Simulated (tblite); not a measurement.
Compound: C₈H₇ (doublet state).
Atom-mapped SMILES: `[CH2:1]=[CH:2][c:3]1[cH:4][c:5][cH:6][cH:7][cH:8]1` (hydrogens: H9, H10 on C1; H11 on C2; H12 on C4; H13 on C6; H14 on C7; H15 on C8)
Bond orders are those of one Lewis drawing.

Computed with GFN2-xTB (tblite), gas phase: L-BFGS steps from a force-field or distance-geometry start until the largest atomic force falls under 0.01 eV/Å.

Step 7: E = -559.2144 eV
```
atom  x, y, z in Å  |  force x, y, z in eV/Å
C1      2.7055   -0.4591    0.0909    0.036  -0.022   0.018
C2      1.6928    0.2264   -0.4234    0.011   0.012  -0.017
C3      0.2837    0.0652   -0.0975   -0.041  -0.027   0.032
C4     -0.1601   -0.8834    0.8415   -0.018  -0.004   0.002
C5     -1.4926   -0.9664    1.0859   -0.043   0.009   0.003
C6     -2.4573   -0.2020    0.4945   -0.012   0.015  -0.026
C7     -2.0252    0.7398   -0.4397   -0.010  -0.036   0.034
C8     -0.6780    0.8618   -0.7197   -0.002   0.027  -0.014
H9      2.5662   -1.2310    0.8279    0.047  -0.011   0.009
H10     3.7216   -0.2704   -0.2098   -0.001  -0.005   0.000
H11     1.9021    0.9883   -1.1628   -0.025   0.052  -0.038
H12     0.5485   -1.5214    1.3465   -0.024   0.004  -0.001
H13    -3.5055   -0.3134    0.7293    0.021   0.015  -0.017
H14    -2.7442    1.3725   -0.9441    0.013  -0.043   0.048
H15    -0.3619    1.6009   -1.4416    0.046   0.015  -0.035
```

Step 8: E = -559.2149 eV
```
atom  x, y, z in Å  |  force x, y, z in eV/Å
C1      2.7065   -0.4595    0.0913    0.006   0.002  -0.002
C2      1.6940    0.2267   -0.4238   -0.022   0.005  -0.004
C3      0.2835    0.0646   -0.0968   -0.018  -0.004   0.007
C4     -0.1610   -0.8841    0.8421   -0.030   0.010  -0.007
C5     -1.4940   -0.9669    1.0867   -0.009   0.016  -0.011
C6     -2.4573   -0.2019    0.4941   -0.019   0.007  -0.013
C7     -2.0252    0.7399   -0.4397    0.010  -0.019   0.017
C8     -0.6773    0.8624   -0.7200   -0.018   0.019  -0.008
H9      2.5681   -1.2315    0.8282    0.037  -0.008   0.007
H10     3.7221   -0.2710   -0.2095    0.017   0.000  -0.006
H11     1.9005    0.9903   -1.1641   -0.019   0.014  -0.005
H12     0.5479   -1.5215    1.3467   -0.020  -0.005   0.006
H13    -3.5056   -0.3128    0.7287    0.017   0.016  -0.018
H14    -2.7463    1.3719   -0.9429    0.032  -0.047   0.049
H15    -0.3604    1.6014   -1.4428    0.034  -0.005  -0.012
```

Step 9: E = -559.2152 eV
```
atom  x, y, z in Å  |  force x, y, z in eV/Å
C1      2.7071   -0.4596    0.0913   -0.010   0.015  -0.014
C2      1.6944    0.2268   -0.4241   -0.032  -0.001   0.005
C3      0.2831    0.0642   -0.0963   -0.007   0.019  -0.017
C4     -0.1622   -0.8843    0.8424   -0.001   0.011  -0.009
C5     -1.4949   -0.9669    1.0871   -0.019   0.015  -0.012
C6     -2.4576   -0.2017    0.4936    0.002  -0.007   0.002
C7     -2.0250    0.7397   -0.4395    0.016  -0.007   0.006
C8     -0.6773    0.8630   -0.7203    0.004   0.000   0.001
H9      2.5701   -1.2319    0.8286    0.029   0.000   0.000
H10     3.7228   -0.2714   -0.2094    0.017   0.004  -0.009
H11     1.8992    0.9917   -1.1650   -0.016  -0.014   0.019
H12     0.5472   -1.5216    1.3469   -0.025  -0.002   0.004
H13    -3.5053   -0.3121    0.7280   -0.006   0.014  -0.014
H14    -2.7471    1.3707   -0.9413    0.025  -0.031   0.034
H15    -0.3588    1.6016   -1.4437    0.021  -0.016   0.003
```

**Question.** Estimate the geometry and energy of step 10. (The exact step hangs on the optimiser's Hessian estimate; all steps are aligned on step 9, rigid shifts and turns removed.)

**Answer.** E = -559.2154 eV, largest force 0.040 eV/Å
```
atom  x, y, z in Å  |  force x, y, z in eV/Å
C1      2.7074   -0.4594    0.0912   -0.013   0.018  -0.016
C2      1.6941    0.2269   -0.4242   -0.021  -0.006   0.010
C3      0.2826    0.0642   -0.0962    0.009   0.016  -0.015
C4     -0.1629   -0.8843    0.8424   -0.009   0.013  -0.008
C5     -1.4959   -0.9667    1.0870    0.015  -0.003  -0.002
C6     -2.4578   -0.2017    0.4932   -0.009  -0.008   0.009
C7     -2.0246    0.7393   -0.4392    0.031   0.005  -0.007
C8     -0.6771    0.8635   -0.7205    0.004  -0.008   0.006
H9      2.5720   -1.2322    0.8288    0.021   0.010  -0.008
H10     3.7235   -0.2717   -0.2095    0.005   0.008  -0.011
H11     1.8979    0.9924   -1.1653   -0.013  -0.025   0.029
H12     0.5462   -1.5218    1.3471   -0.023  -0.002   0.003
H13    -3.5053   -0.3114    0.7272   -0.017   0.012  -0.012
H14    -2.7473    1.3693   -0.9396    0.009  -0.009   0.014
H15    -0.3573    1.6013   -1.4443    0.011  -0.018   0.008
```

The energy changes by -0.0002 eV. The first-order estimate −F·Δx gives -0.0003 eV and the mean of the old and new forces, exact on a quadratic surface, -0.0002 eV. The step makes an angle of 48° with the force vector and moves no atom by more than 0.002 Å.

The cost below is that of the whole relaxation. Hardware: Intel Xeon 6975P-C, one thread, no GPU, shared host with 192 logical CPUs at a one-minute load of 77. Cost: under 0.1 s of wall time.
